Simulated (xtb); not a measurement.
GaH₂Cl, SMILES [Cl][GaH2]. All values are semi-empirical tight-binding results from xtb (GFN2-xTB unless named), good for trends rather than for accurate numbers. Geometry optimised at GFN2-xTB.

For metal compounds this method's bond lengths and energies can be far off.

Computed properties:
```json
{
 "point_group_as_xtb_finds_it": "C2v",
 "orbital_gap": "5.27 eV",
 "zero_point_energy": "7.4 kcal/mol",
 "G − E(el) at 298.15 K (modified RRHO)": "-8.6 kcal/mol"
}
```
